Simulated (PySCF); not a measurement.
**Radial density of P (phosphorus, neutral)**

UHF, [Ne] 3s2 3p3, high-spin 4S determinant. Computed with PySCF 2.14 in def2-QZVPPD (10s6p5d2f1g, 76 functions), with the non-relativistic Hamiltonian (point nucleus).

```tsv
r (bohr)	4πr²ρ (e/bohr)	4πr²(ρα − ρβ)
0.00206	0.1100	0.0000
0.00347	0.2984	0.0000
0.00584	0.7865	-0.0001
0.00982	1.975	-0.0001
0.0165	4.573	-0.0002
0.0278	9.249	0.0003
0.0467	14.95	0.0047
0.0786	16.90	0.0270
0.132	12.44	0.1039
0.222	11.78	0.2395
0.374	16.07	0.2187
0.629	8.885	-0.0162
1.06	2.312	0.5277
1.78	2.627	1.4507
2.99	1.032	0.7238
5.04	0.07282	0.0613
8.47	0.0003237	0.0003
```

Problem. Where is the radial spin density 4πr²(ρα − ρβ) most negative, and why is it negative at all?

Solution. Around r = 0.629 bohr, down to -0.0162 e/bohr: exchange with the open shell polarises the paired shells in an unrestricted calculation.
